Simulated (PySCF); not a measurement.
## Radial density of Xe³⁺ (xenon, charge +3)

UHF, [Kr] 4d10 5s2 5p3, high-spin 4S determinant. All numbers are calculated (PySCF 2.14, a scalar-relativistic core potential, in def2-SVP with the def2 core potential (28 electrons)). This is the valence pseudo-density: the core potential removes the inner electrons and smooths the orbitals near the nucleus.

```tsv
r (bohr)	4πr²ρ (e/bohr)	4πr²(ρα − ρβ)
0.00119	1.610e-05	0.0000
0.00200	4.514e-05	0.0000
0.00336	0.0001245	0.0000
0.00565	0.0003289	0.0000
0.00951	0.0007850	0.0000
0.0160	0.001580	0.0000
0.0269	0.002703	0.0000
0.0452	0.003655	0.0000
0.0761	0.006316	0.0001
0.128	0.03425	0.0007
0.215	0.3851	0.0068
0.362	5.330	0.1183
0.609	27.42	0.4360
1.02	15.07	0.0991
1.72	4.429	2.0581
2.90	0.8290	0.6172
4.88	0.006982	0.0052
```

Energies and moments cover only the electrons outside the core potential.
